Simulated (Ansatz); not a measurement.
Species: Cl₂FSi, SMILES `Cl[Si](F)Cl` (charge 0, multiplicity 2), formula Cl2FSi.

Problem. How many basis functions does frozen-core CCSD(T)/cc-pVTZ // B3LYP-D3(BJ)/def2-TZVP in Ansatz (a program for electronic structure) use, how many core orbitals are frozen, and how many electrons are correlated?

Solution. 132 basis functions and 16 frozen orbitals, which leaves 25 correlated electrons. Core time is of the order of seconds.
